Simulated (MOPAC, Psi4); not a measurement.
Torsional profile of SMILES O=Cc1ccc([SiH3])s1 (C₅H₆OSSi), singlet. Scanned: dihedral O1–C2–C3–S8; all other coordinates were relaxed at GFN2-xTB. Points at φ and −φ are mirror images. Heavy atoms are numbered in the order of the SMILES O=Cc1ccc([SiH3])s1, hydrogens after them in the order of the atoms that carry them; the mirror image has the same energies with the sign of each dihedral reversed.

- PBE/def2-SVP // GFN2-xTB (Psi4)
- PBE0/def2-SVP // GFN2-xTB (Psi4)
- AM1, restricted, heats of formation // GFN2-xTB (MOPAC)
- PBE-D3(BJ)/def2-SVP // GFN2-xTB (Psi4)

Energies relative to the lowest point of each profile, in kJ/mol:

```tsv
φ / °	PBE/def2-SVP	PBE0/def2-SVP	AM1
-150	12.6	12.6	3.8
-120	35.1	33.5	11.6
-90	50.2	46.2	12.8
-60	35.1	33.3	9.7
-30	11.0	10.5	4.0
0	0.0	0.0	1.4
30	11.0	10.5	4.0
60	35.1	33.3	9.7
90	50.2	46.2	12.8
120	35.1	33.5	11.6
150	12.6	12.6	3.8
180	3.4	3.8	0.0
```

Question: Estimate the PBE-D3(BJ)/def2-SVP values at these points.

Answer: -150: 12.7; -120: 35.2; -90: 50.5; -60: 35.3; -30: 11.0; 0: 0.0; 30: 11.0; 60: 35.3; 90: 50.5; 120: 35.2; 150: 12.7; 180: 3.4 (kJ/mol).
